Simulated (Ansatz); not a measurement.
Consider the formal hydrolysis of a Zr–Cl bond: `[OH][Zr]([OH])([Cl])[Br]` + H₂O → `[OH][Zr]([OH])([OH])[Br]` + HCl.

Isolated molecules relaxed with PBE0-D4/def2-TZVP in Ansatz; ΔE leaves out vibrations. CCSD(T)/CBS is the MP2 limit (def2-TZVPP, def2-QZVPP) plus CCSD(T) − MP2 in def2-TZVPP, frozen cores. This one scheme is used for every species. DFT in def2-TZVPP. B3LYP here is the variant with VWN-RPA as its local correlation; programs differ in this. HSE06 is defined as in plane-wave codes. Elements past krypton have def2 core potentials. For Br, Zr outer-core shells are correlated without core-valence functions, which leaves a few kJ/mol of doubt a bond. Scalar relativity is left out up to krypton. Each species was taken in one conformer, which may not be the lowest.

```
             level  ΔE (kJ/mol)  difference from CCSD(T)/CBS
            PBE-D4         37.2                         -1.5
         revPBE-D4         37.4                         -1.3
           BLYP-D4         32.2                         -6.5
         r2SCAN-D4         38.2                         -0.5
            B97M-V         39.8                          1.1
           PBE0-D4         40.1                          1.4
          B3LYP-D4         34.7                         -4.0
          HSE06-D4         40.7                          2.0
          BHLYP-D4         37.6                         -1.1
      CAM-B3LYP-D4         28.7                        -10.0
           ωB97X-V         31.8                         -6.9
           ωB97M-V         33.6                         -5.1
            B2PLYP         34.3                         -4.4
          PBE-QIDH         40.2                          1.5
               PBE         35.9                         -2.8
            revPBE         37.0                         -1.7
              BLYP         30.1                         -8.6
            r2SCAN         37.9                         -0.8
              PBE0         38.9                          0.2
             B3LYP         32.6                         -6.1
           r2SCANh         38.7                          0.0
           r2SCAN0         39.8                          1.1
             HSE06         39.4                          0.7
             BHLYP         34.4                         -4.3
           LC-ωPBE         28.2                        -10.5
RPA@PBE/def2-TZVPP         33.2                         -5.5
       HF/def2-SVP         33.2                         -5.5
      MP2/def2-SVP         24.3                        -14.4
     CCSD/def2-SVP         21.9                        -16.8
  CCSD(T)/def2-SVP         23.2                        -15.5
     HF/def2-TZVPP         37.1                         -1.6
    MP2/def2-TZVPP         38.5                         -0.2
SCS-MP2/def2-TZVPP         34.7                         -4.0
   CCSD/def2-TZVPP         33.3                         -5.4
     HF/def2-QZVPP         37.6                         -1.1
    MP2/def2-QZVPP         40.7                          2.0
SCS-MP2/def2-QZVPP         36.9                         -1.8
      HF/CBS(def2)         37.7                         -1.0
     MP2/CBS(def2)         42.1                          3.4
    CCSD/CBS(def2)         36.9                         -1.8
       CCSD(T)/CBS         38.7                            0
```

Largest T1 diagnostic among the species: 0.015.

Leaving LDA and LC-ωPBE aside and taking each functional with its dispersion term where it has one, the values spread over 12.0 kJ/mol, from CAM-B3LYP-D4 to HSE06-D4. LDA lies −4.1 kJ/mol from PBE without D4. At CCSD(T), def2-SVP lies −15.5 kJ/mol from the extrapolated value and def2-TZVPP −3.6 kJ/mol.
